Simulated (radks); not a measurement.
Results of a calculation; reference values are marked as such.
Coulomb parameter of the 5d shell of neutral platinum in the model configuration [Xe] 4f14 5d7 6s1 6p2, as a second difference U = [E(n + 0.5) + E(n - 0.5) - 2 E(n)] / (0.5)^2 with all orbitals relaxed. "Bare": the charge of the atom changes with n. "Screened": the 6p shell takes up the change at fixed total charge, which measures U(5d,5d) + U(6p,6p) - 2 U(5d,6p). Level of theory: Dirac Kohn-Sham, PBE, spin-unpolarised, spherical densities, point nucleus; open shells are shared between the two j in proportion to 2j + 1 (a radial shooting solver on a logarithmic mesh with Libxc functionals).

case                       configuration  E - E(n) (eV)
start              [Xe] 4f14 5d7 6s1 6p2          0.000
bare +0.5        [Xe] 4f14 5d7.5 6s1 6p2         -5.618
bare -0.5        [Xe] 4f14 5d6.5 6s1 6p2          8.001
screened +0.5  [Xe] 4f14 5d7.5 6s1 6p1.5         -4.839
screened -0.5  [Xe] 4f14 5d6.5 6s1 6p2.5          5.473

U(bare) = 9.533 eV, U(screened by 6p) = 2.537 eV, against the Slater integral F0(5d,5d) = 15.676 eV with frozen orbitals. The step up makes a negative ion, whose loosely bound charge lowers the bare value.
